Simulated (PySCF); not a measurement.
Job file and geometry (Å, from GFN2-xTB) of an NMR shielding run on SMILES N#C[C@@H]1COB(O)O1, C3H4BNO3, GIAO PBE0/pcSseg-1 NMR shielding, non-relativistic, gas phase (PySCF 2.14.0, density-fitted response routines); density fitting, a coarse starting grid and PySCF grid level 2 are the driver's defaults:

```
$ OMP_NUM_THREADS=1 python probes_run.py task.json out

{"job": {"kind": "nmr", "xc": "PBE0", "basis": "pcSseg-1"}, "charge": 0, "multiplicity": 1}
N     -2.537668     1.149802     1.467869
C     -1.707195     0.993352     0.699892
C     -0.654297     0.758780    -0.274205
C     -0.581631    -0.751651    -0.667423
O      0.698468    -1.166866    -0.262944
B      1.369385    -0.090614     0.288971
O      2.614417    -0.130460     0.767947
O      0.612678     1.055729     0.275450
H     -0.827590     1.407273    -1.144366
H     -1.339047    -1.344205    -0.143876
H     -0.685070    -0.895515    -1.747070
H      3.038749    -0.986311     0.713728
```

Problem. Write the output of this run.

Solution. 
```
coarse grid: 11144 points
cycle   1  E = -421.3396850202  dE =  1.524e+00  |g| = 1.016e+00  |ddm| = 3.221e+00
cycle   2  E = -421.0178224601  dE =  3.219e-01  |g| = 1.646e+00  |ddm| = 1.818e+00
cycle   3  E = -421.5081766652  dE = -4.904e-01  |g| = 3.082e-01  |ddm| = 1.286e+00
cycle   4  E = -421.5266028977  dE = -1.843e-02  |g| = 8.754e-02  |ddm| = 2.278e-01
cycle   5  E = -421.5281194315  dE = -1.517e-03  |g| = 1.499e-02  |ddm| = 6.713e-02
cycle   6  E = -421.5281650725  dE = -4.564e-05  |g| = 5.249e-03  |ddm| = 1.429e-02
cycle   7  E = -421.5281697488  dE = -4.676e-06  |g| = 1.510e-03  |ddm| = 3.957e-03
final grid: 110936 points
cycle   8  E = -421.6037200479  dE = -3.277e-05  |g| = 1.130e-02  |ddm| = 2.473e-02
cycle   9  E = -421.6036972720  dE =  2.278e-05  |g| = 1.616e-02  |ddm| = 1.609e-02
cycle  10  E = -421.6037419202  dE = -4.465e-05  |g| = 8.998e-04  |ddm| = 9.963e-03
cycle  11  E = -421.6037420545  dE = -1.343e-07  |g| = 4.222e-04  |ddm| = 8.464e-04
cycle  12  E = -421.6037420831  dE = -2.854e-08  |g| = 1.750e-04  |ddm| = 3.438e-04
cycle  13  E = -421.6037420886  dE = -5.538e-09  |g| = 6.365e-05  |ddm| = 1.419e-04
cycle  14  E = -421.6037420894  dE = -7.824e-10  |g| = 1.153e-05  |ddm| = 4.109e-05
converged SCF energy = -421.6037420894

GIAO shielding tensors (ppm)
atom      isotropic    diamagn.    paramagn.     s11        s22        s33       span
  0 N      -41.686     339.179    -380.865   -210.219   -186.547    271.707    481.926
  1 C       63.353     261.501    -198.149    -57.794    -47.783    295.635    353.429
  2 C      120.506     245.936    -125.430     86.599    112.544    162.375     75.776
  3 C      113.013     245.467    -132.453     79.828    104.853    154.359     74.531
  4 O      241.910     394.398    -152.488    135.567    251.067    339.096    203.529
  5 B       77.941     198.889    -120.948     67.000     69.894     96.931     29.931
  6 O      263.967     384.384    -120.417    184.102    294.997    312.802    128.700
  7 O      232.794     392.273    -159.479    150.364    246.224    301.793    151.428
  8 H       26.629      27.716      -1.086     23.229     25.226     31.433      8.204
  9 H       27.137      29.472      -2.335     23.456     26.390     31.564      8.108
 10 H       27.053      28.963      -1.910     23.086     25.992     32.080      8.994
 11 H       27.967      30.350      -2.384     20.869     23.924     39.107     18.238
```

Size and cost of the density-fitted run: 156 basis functions, 19 s wall time on 1 thread of an Arm Neoverse V1, shared host; peak memory 0.72 GiB.
